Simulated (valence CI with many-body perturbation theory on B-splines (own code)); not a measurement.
**Ho⁵³⁺: E2, M1 decay**

Level of theory: relativistic CI+MBPT: four valence electrons over a frozen Dirac-Fock core [Ne], a basis of 11 s, 11 p, 9 d, 7 f, 5 g, 2 h, 1 i functions for each j, with the one-electron correlation potential Σ1, the two-electron term Σ2, the three-electron term Σ3, Breit, model QED; selected CI, second order for the rest (own B-spline code, finite nucleus).

The last digits are not significant, and no measured levels were compared; by estimate large intervals hold to a few tenths of a per cent, small ones and those within an open d or f shell to about a per cent.

Lines 1 to 8 of 8 in falling wavelength, among levels below 66.393 Ry, chosen from the decays that carry over 1 % of a level's rate. Wavelengths and rates use the calculated energies. Electric multipoles are in the length gauge, E1 and E2 with the static RPA response of the core. Weak lines are less certain than strong ones. Lines between different terms over intervals too small for the method are left out, as are lines whose strength nearly cancels.

Levels are named by their leading jj configuration (3d3/2^4 stands for four electrons in 3d with j = 3/2), which in mixed levels can hold well under half, so a name can repeat and another be missing. Letters in brackets count levels of one name in rising energy.

```json
{"λ vac (Å)": "67.68", "Upper": "(3s 3p1/2 3p3/2 3d5/2) J=4 [a]", "Lower": "(3s 3p1/2^2 3d5/2) J=3", "Type": "M1", "A (s⁻¹)": "4.62e+07", "Branch %": "1.1"}
{"λ vac (Å)": "59.49", "Upper": "(3s^2 3p3/2 3d5/2) J=4", "Lower": "(3s^2 3p1/2 3d5/2) J=3", "Type": "M1", "A (s⁻¹)": "4.99e+07", "Branch %": "68.8"}
{"λ vac (Å)": "57.95", "Upper": "(3s^2 3p1/2 3p3/2) J=1", "Lower": "(3s^2 3p1/2^2) J=0", "Type": "M1", "A (s⁻¹)": "6.34e+07", "Branch %": "100.0"}
{"λ vac (Å)": "56.32", "Upper": "(3s^2 3p3/2^2) J=2", "Lower": "(3s^2 3p1/2 3p3/2) J=2", "Type": "M1", "A (s⁻¹)": "5.12e+07", "Branch %": "34.0"}
{"λ vac (Å)": "55.77", "Upper": "(3s^2 3p1/2 3p3/2) J=2", "Lower": "(3s^2 3p1/2^2) J=0", "Type": "E2", "A (s⁻¹)": "6.91e+05", "Branch %": "99.8"}
{"λ vac (Å)": "54.27", "Upper": "(3s^2 3p3/2^2) J=2", "Lower": "(3s^2 3p1/2 3p3/2) J=1", "Type": "M1", "A (s⁻¹)": "5.28e+07", "Branch %": "35.1"}
{"λ vac (Å)": "52.05", "Upper": "(3s^2 3p3/2^2) J=0", "Lower": "(3s^2 3p1/2 3p3/2) J=2", "Type": "E2", "A (s⁻¹)": "2.52e+06", "Branch %": "1.4"}
{"λ vac (Å)": "50.29", "Upper": "(3s^2 3p3/2^2) J=0", "Lower": "(3s^2 3p1/2 3p3/2) J=1", "Type": "M1", "A (s⁻¹)": "1.25e+08", "Branch %": "71.8"}
```
